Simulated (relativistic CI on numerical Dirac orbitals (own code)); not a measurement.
# Radial parameters of Ho LVII

Method of calculation: Dirac-Coulomb-Breit CI, KLI orbitals optimised for each configuration, model QED, unscaled Slater integrals (own radial code, finite nucleus).

Slater integrals F^k, G^k are unscaled and averaged over j, outside the closed core [Ne]; ζ comes from projecting the Hamiltonian with its Breit term on Σ l·s of the shell.

- 3p: ζ(3p) = 1.2577e+06 cm⁻¹; <r>(3p) = 0.2008, <r^2>(3p) = 0.04666 (bohr units).
- 3d: ζ(3d) = 172210 cm⁻¹; <r>(3d) = 0.1765, <r^2>(3d) = 0.03582 (bohr units).
- 4p: ζ(4p) = 514350 cm⁻¹; <r>(4p) = 0.3779, <r^2>(4p) = 0.1625 (bohr units).

Averages of the first 10 configurations, taken without configuration mixing, which lowers the lowest level and can move excited configurations by several eV; other configurations of the list can lie among them:

```
Configuration  Parity  States  Average energy above the lowest level (eV)
           3s    even       2                                         0.0
           3p     odd       6                                       293.4
           3d    even      10                                       568.9
           4s    even       2                                      2555.7
           4p     odd       6                                      2676.3
           4d    even      10                                      2784.9
           4f     odd      14                                      2833.1
           5s    even       2                                      3693.4
           5p     odd       6                                      3754.1
           5d    even      10                                      3808.0
```
